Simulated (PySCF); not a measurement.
SMILES F[Si](F)([SiH2]CC=C)F (C₃H₇F₃Si₂) at its GFN2-xTB optimised geometry (Å):

```
15

C      1.6555    -1.2559     1.0447
C      0.9063    -0.9540     0.0000
C     -0.5853    -0.9540     0.0000
Si    -1.2641     0.8340     0.0000
Si    -0.3730     1.9931    -1.7519
F     -0.1339     1.1922    -3.1096
F     -1.2373     3.2320    -2.2555
F      1.0546     2.6623    -1.5271
H      2.7305    -1.2299     1.0026
H      1.2203    -1.5508     1.9859
H      1.3706    -0.6621    -0.9340
H     -0.9487    -1.4806    -0.8852
H     -0.9587    -1.4858     0.8751
H     -0.9115     1.4858     1.2693
H     -2.7305     0.7845    -0.1077
```

Method: CAM-B3LYP/def2-TZVP in PySCF 2.14.0. Cells within 0.4 Å of a nucleus heavier than hydrogen are left out (blank, or x).

Map of the deformation density (molecule minus spherical neutral atoms) (e/bohr³) on the plane z = 0.0 Å:

```
|22222222222222222222222222222|
|22222222222222222222222222222|
|22222222222222222222222222222|
|22222222222222222222222222222|
|22222222222222222222222222222|
|22222222221111122222222222222|
|22222222111111112222222222222|
|22222221111111112222222222222|
|22222221111111111222222222222|
|22222222100121111222222222222|
|22221123210111111122222222222|
|2222114762xx10111122222222222|
|2222115973xx00111112222222222|
|22221134421331111111122222222|
|22222122213663110111112222222|
|22222211113674320011111222222|
|222222211113xx77xx21111122222|
|222222211112xx99xx31011122222|
|22222221111231331331111122222|
|22222222111211111222111122222|
|22222222211111111222111222222|
|22222222221111111222222222222|
|22222222222221222222222222222|
|22222222222222222222222222222|
|22222222222222222222222222222|
|22222222222222222222222222222|
|22222222222222222222222222222|
|22222222222222222222222222222|
|22222222222222222222222222222|
```
Scale: ten equal steps from -0.021 (start of '0') to 0.075 (end of '9'), in the order '0123456789'; x runs from -5.00 to 5.00, y from -5.00 (bottom) to 5.00 (top).
